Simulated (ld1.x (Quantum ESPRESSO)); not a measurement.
**Reading a pseudo-wave (rubidium (Rb))**

Columns: radius, all-electron u(r) and pseudo u(r) of the 5p shell (level -0.74 eV) of rubidium in the configuration [Ar] 3d10 4s2 4p6 5s1 5p0; PBEsol, scalar-relativistic, PAW scheme, ld1.x (Quantum ESPRESSO) 7.5.

```json
{"r (bohr)": "0.160", "all-electron": "0.0185", "pseudo": "0.0148"}
{"r (bohr)": "0.320", "all-electron": "-0.0681", "pseudo": "0.0568"}
{"r (bohr)": "0.480", "all-electron": "-0.0568", "pseudo": "0.1194"}
{"r (bohr)": "0.640", "all-electron": "0.0036", "pseudo": "0.1926"}
{"r (bohr)": "0.800", "all-electron": "0.0650", "pseudo": "0.2650"}
{"r (bohr)": "0.960", "all-electron": "0.1090", "pseudo": "0.3255"}
{"r (bohr)": "1.120", "all-electron": "0.1326", "pseudo": "0.3653"}
{"r (bohr)": "1.280", "all-electron": "0.1381", "pseudo": "0.3789"}
{"r (bohr)": "1.440", "all-electron": "0.1296", "pseudo": "0.3649"}
{"r (bohr)": "1.600", "all-electron": "0.1110", "pseudo": "0.3260"}
{"r (bohr)": "1.760", "all-electron": "0.0858", "pseudo": "0.2680"}
{"r (bohr)": "1.920", "all-electron": "0.0565", "pseudo": "0.1987"}
{"r (bohr)": "2.080", "all-electron": "0.0251", "pseudo": "0.1259"}
{"r (bohr)": "2.240", "all-electron": "-0.0072", "pseudo": "0.0567"}
{"r (bohr)": "2.400", "all-electron": "-0.0393", "pseudo": "-0.0042"}
{"r (bohr)": "2.560", "all-electron": "-0.0706", "pseudo": "-0.0548"}
{"r (bohr)": "2.720", "all-electron": "-0.1008", "pseudo": "-0.0955"}
{"r (bohr)": "2.880", "all-electron": "-0.1295", "pseudo": "-0.1284"}
{"r (bohr)": "3.040", "all-electron": "-0.1566", "pseudo": "-0.1566"}
{"r (bohr)": "3.200", "all-electron": "-0.1822", "pseudo": "-0.1822"}
{"r (bohr)": "3.360", "all-electron": "-0.2062", "pseudo": "-0.2062"}
{"r (bohr)": "3.520", "all-electron": "-0.2286", "pseudo": "-0.2286"}
{"r (bohr)": "3.680", "all-electron": "-0.2495", "pseudo": "-0.2495"}
{"r (bohr)": "3.840", "all-electron": "-0.2690", "pseudo": "-0.2690"}
{"r (bohr)": "4.000", "all-electron": "-0.2871", "pseudo": "-0.2871"}
{"r (bohr)": "4.160", "all-electron": "-0.3038", "pseudo": "-0.3038"}
```

Task: How many radial nodes do the two functions have?

Result: The all-electron 5p function has n − l − 1 = 3; the pseudo-wave has 1, since 1 lower shell of the same l stays in the valence.

Task: At about which radius was the pseudo-wave matched?

Result: 3.20 bohr, where the columns begin to agree (steps of 0.16 bohr).

Task: Is the pseudo-wave norm-conserving?

Result: No, it belongs to a PAW set: the norm inside the radius is not constrained, and the difference is carried by the augmentation charge.
